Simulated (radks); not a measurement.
Spherical quantum dot in the effective-mass picture: electrons in a parabolic well V = omega^2 r^2 / 2 with omega = 1.53, with a point charge +1 (a donor) at the centre, all in effective atomic units (hartree* = m*/eps^2 hartree, bohr* = eps/m* bohr), one dielectric constant everywhere. Method: non-relativistic Kohn-Sham, PBE, spin-polarised, spherical densities; computed with a radial shooting solver with Libxc functionals. Levels are named by radial order and angular momentum (1s, 1p, 1d, 2s, ...), and open shells are averaged over m. Results are scaled to m* = 0.105 and eps = 15.4, for which hartree* = 12.05 meV and bohr* = 7.761 nm.

N = 13, configuration 1s2 1p6 1d(up 3, down 0) 2s2. This is the lowest configuration that the search found. Occupied and some empty levels:

| level | occupation | eigenvalue (meV) | <r> (nm) |
|---|---|---|---|
| 1s up | 1 | 112.87 | 8.173 |
| 1s down | 1 | 113.40 | 8.023 |
| 1p up | 3 | 126.35 | 11.38 |
| 1p down | 3 | 127.34 | 11.31 |
| 2s up | 1 | 137.76 | 11.45 |
| 2s down | 1 | 138.52 | 11.55 |
| 1d up | 3 | 139.10 | 13.26 |
| 1d down | 0 | 140.23 | 13.25 |
| 1f up | 0 | 152.64 | 14.74 |
| 1f down | 0 | 153.78 | 14.77 |
| 2p up | 0 | 154.95 | 13.33 |
| 2p down | 0 | 155.61 | 13.38 |
| 1g up | 0 | 166.94 | 16.03 |
| 1g down | 0 | 168.00 | 16.09 |

Energy (meV): total 1084.87, kinetic 243.96, external 307.19, Hartree 623.13, exchange-correlation -89.409.

Electron density:

| r (nm) | n(r) (e/nm^3) |
|---|---|
| 1.70 | 0.003421 |
| 3.52 | 0.002104 |
| 5.34 | 0.001391 |
| 7.17 | 0.001068 |
| 8.99 | 0.0009209 |
| 10.8 | 0.0007848 |
| 12.6 | 0.0005949 |
| 14.5 | 0.0003797 |
| 16.3 | 0.0001980 |
| 18.1 | 0.00008411 |
| 19.9 | 0.00002927 |
| 21.7 | 8.356e-06 |
| 23.6 | 1.959e-06 |
